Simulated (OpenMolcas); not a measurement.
A run on Ru3+ among 6 point charges of -1.5 e arranged as a tetragonal octahedron (D4h), 1.74 Å from the ion, with the axial distance 1.949 Å.

```yaml
Program: OpenMolcas 26.06
Method: CASSCF
Basis: ANO-RCC-VDZP [6s5p3d1f]
Scalar_Hamiltonian: DKH2, point nucleus
Active_space: 5 electrons in 5 orbitals (4d)
Spin-orbit_coupling: RASSI with atomic mean-field integrals over the reference wave functions
```

Last input step and the end of the output:

```
&RASSCF
FileOrb=start.orb
Symmetry=1
Spin=6
nActEl=5 0 0
Inactive=9 9
Ras2=5 0
CIRoot=1 1 1
SDav=1
CIMx=300
Iter=120 100
PrWF=0.3
OrbListing=Nothing
MaxOrb=0
LevShft=4.0
>>> COPY $Project.JobIph JOB001
```

```
...
        5   1    5    1  -533.51485044   -7.35E-03*  2.52E-02   14  21 1  7.06E-02*  4.05   2.50    LS   YES
        6   1    5    1  -533.52106709   -6.22E-03*  2.07E-02   14  21 1  3.53E-02*  4.07   1.88    LS   YES
        7   1    5    1  -533.52279057   -1.72E-03*  3.72E-03    8  14 2  2.89E-02*  4.08   1.07    QN   YES
        8   1    5    1  -533.52335257   -5.62E-04*  5.24E-03    8  14 2  1.47E-02*  4.08   2.44    LS   YES
        9   1    5    1  -533.52365330   -3.01E-04* -2.24E-03   12  16 1  8.68E-03*  4.08   1.02    QN   YES
       10   1    5    1  -533.52374001   -8.67E-05*  9.51E-03   12  16 1  8.30E-03*  4.08   2.50    QN   YES
        ...
      117   1    5    1  -533.54087584   -8.48E-03*  3.81E-01*  14  21 1  8.77E-02*  3.74   2.50    QN   YES
      118   1    5    1  -533.52456247    1.63E-02*  2.09E-01*  14  21 1  7.61E-02*  3.87  -0.50    LS   YES
      119   1    5    1  -533.53239823   -7.84E-03*  1.81E-01*  14  21 1  8.42E-02*  3.79   2.50    LS   YES
      120   1    5    1  -533.54087584   -8.48E-03*  3.81E-01*  14  21 1  8.77E-02*  3.74   2.50    QN   YES
      No convergence after120 iterations
      121   1    5    1  -533.52456272    1.63E-02*  3.81E-01*  14  21 1  7.61E-02*  3.74   2.50    QN   YES
      Natural orbitals and occupation numbers for root  1
      sym 1:   1.000000   1.000000   1.000000   1.000000   1.000000
::    RASSCF root number  1 Total energy:  -4533.52456272
                  YZ= -2.5267E-11              ZZ=  7.1652E-01
--
  Molden files will not be produced
      Average orbitals are written to the RASORB file
--- Stop Module: rasscf at  /rc=_RC_NOT_CONVERGED_ ---
.#######################.
.# Convergence problem #.
.#######################.
```

Did the run give usable levels, and if not, why?

No. The orbital optimisation did not converge within its iterations.
